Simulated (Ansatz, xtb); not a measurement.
## CH5FGaSi: where a starting geometry ends

The starting geometry of this gas-phase doublet has its atoms placed at random.

```csv
atom,x (Å),y (Å),z (Å)
C,-0.0514,-0.2049,1.2940
F,-1.1542,-0.9161,1.4745
Ga,-0.2104,1.1359,0.0111
Si,2.2223,-0.0379,0.7816
H,0.6956,0.0927,0.3967
H,0.2646,0.5212,-1.9642
H,0.0706,-1.2273,0.2819
H,-1.1748,0.8709,1.6362
H,-1.4402,0.3968,-1.0005
```

Task: One run relaxed it with r2SCAN-D4/def2-SVP. What is a likely outcome?

Result: It ends as a structure given below by its coordinates. Distances that change by over a tenth: Ga3–H9 (1.76 → 1.56 Å). Contacts that open: C1–H5 (1.20 → 2.76 Å), Ga3–H5 (1.43 → 3.32 Å), Ga3–H8 (1.91 → 2.61 Å). Contacts that close: C1–Si4 (2.34 → 1.89 Å), C1–H8 (1.59 → 1.11 Å), Ga3–H6 (2.12 → 1.56 Å), Si4–H7 (2.51 → 1.50 Å).

The energy falls by 12.80 eV over 24 steps:

```
step  E − E(last) (eV)
   1            12.797
   4             7.562
   6             5.614
   9             3.141
  11             2.592
  14             1.660
  16             0.895
  19             0.085
  21             0.009
  24             0.000
```

Final geometry (Å):

```xyz
9

C    -0.3719    0.2544    1.2371
F    -1.3966   -0.4394    1.8807
Ga   -0.8994    0.7350   -0.6336
Si    1.1461   -0.8315    0.9279
H     2.2057    0.0051    0.2765
H    -0.1234    1.8730   -1.3691
H     0.7982   -1.9911    0.0431
H    -0.1085    1.1565    1.8203
H    -2.0281   -0.1305   -1.2715
```

From the same start GFN2-xTB ends elsewhere, differing in C1–Ga3 (3.09 against 2.00 Å here), C1–H5 (1.09 against 2.76 Å here), C1–H7 (1.09 against 2.80 Å here), C1–H8 (3.50 against 1.11 Å here), F2–Ga3 (2.17 against 2.82 Å here), Ga3–Si4 (2.81 against 3.01 Å here).

From so rough a start the end depends on the optimiser's path, so another program may land elsewhere. The end wasn't checked by frequencies. Open shells are spin-unrestricted. Run with Ansatz 0.2.0, 120 s on 2 threads of Intel(R) Xeon(R) 6975P-C (Granite Rapids), with other jobs on the host.
